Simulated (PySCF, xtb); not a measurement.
ScF3, SMILES [F][Sc]([F])[F].

GFN2-xTB (xtb 6.7.1) at its own geometry gives an orbital gap of 4.22 eV and a dipole moment of 0.00 D.

Coordinates come from a r2SCAN-D4/def2-SVP optimisation. The isomer is the one that the SMILES or the coordinates give; other isomers of the formula were not compared.

**Question.** What does PySCF with r2SCAN/def2-TZVPD give? (Estimate from the structure and the level; the computed values follow.)

**Answer.** gap 6.60 eV (levels -9.69 and -3.08 eV), dipole 0.00 D.
